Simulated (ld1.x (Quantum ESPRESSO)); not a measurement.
# ruthenium: TM pseudisation with PBE, scalar-relativistic reference atom.

| Quantity | Value |
| --- | --- |
| Element | ruthenium (Ru) |
| Generator | ld1.x (Quantum ESPRESSO) 7.5 |
| Type | norm-conserving Troullier–Martins (Kleinman–Bylander form) |
| Functional | PBE |
| Relativity | scalar-relativistic |
| Frozen core | [Ar] 3d10 |
| Valence charge | 16 |
| Reference configuration | 4s2 4p6 4d7 5s0.5 5p0 (charge +0.5) |
| Partial waves | 4p (bound): rc 1.95 bohr; 4d (bound): rc 2.06 bohr; 4s (bound): rc 1.00 bohr |
| Local potential | the s channel |
| Core correction | a·sin(br)/r model core inside 1.00 bohr |

Occupied shells without a wave of their own: 5s. They enter only through the test configuration that unscreens the potential, and ld1.x also counts them in the model core charge.

- Cutoffs needed: 120 Ry and 200 Ry (the cutoffs (Ry, on a coarse ladder) from which the occupation-weighted sum of valence levels, in a spherical-Bessel basis at the reference potential, stays within 10 and 1 mRy of its value at 400 Ry)
- Ghost test: no extra level below or beside the all-electron valence levels (p, d, s, f tested) (spherical-Bessel basis up to 400 Ry, 20 bohr box)
- Largest excitation error: -221 meV (all-electron minus pseudo) for 4s2 4p6 4d4 5s0 5p0, out of 7 test configurations

ld1.x takes every shell without a wave as core, so the model core holds the 5s electrons as well and exchange and correlation see them twice. This cancels in the reference configuration, but the file is broken for other ones, and its errors say nothing about a proper core correction.
